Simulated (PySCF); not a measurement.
## Se⁺: ionisation energy

Se⁺ [Ar] 3d10 4s2 4p3 (4S) → Se²⁺ [Ar] 3d10 4s2 4p2 (3P), as a difference of total energies. All numbers are calculated (PySCF 2.14, the spin-free X2C one-electron Hamiltonian (Gaussian nucleus), in x2c-TZVPPall with one added diffuse shell each of s, p, d type (7s6p5d1f, 57 functions)). Correlated levels: valence: [Ar] 3d10 frozen; valence and next inner shell: [Ne] frozen. The calculations carry no spin-orbit coupling.

| method | ionisation energy (eV) |
| --- | --- |
| UHF | 20.840 |
| LDA | 21.470 |
| PBE | 21.308 |
| PBE0 | 21.401 |
| r2SCAN | 21.583 |
| r2SCANh | 21.586 |
| M06-2X | 21.219 |
| wB97M-V | 21.168 |
| B3LYP | 21.294 |
| MP2 (valence) | 21.342 |
| SCS-MP2 (valence) | 21.192 |
| MP2 (valence and next inner shell) | 21.422 |
| SCS-MP2 (valence and next inner shell) | 21.244 |

A first-order spin-orbit estimate (lowest level to lowest level, LS coupling) adds -0.296 eV.

Errors of the correlated levels include the incompleteness of this basis and the frozen core.

Q: Which method comes closest to the reference value, and which is furthest?

A: The reference is 21.196 ± 0.01 eV (measured; NIST Atomic Spectra Database, ionization energies). Closest: LDA (error -0.021 eV); furthest: UHF (error -0.652 eV), both after the spin-orbit estimate.
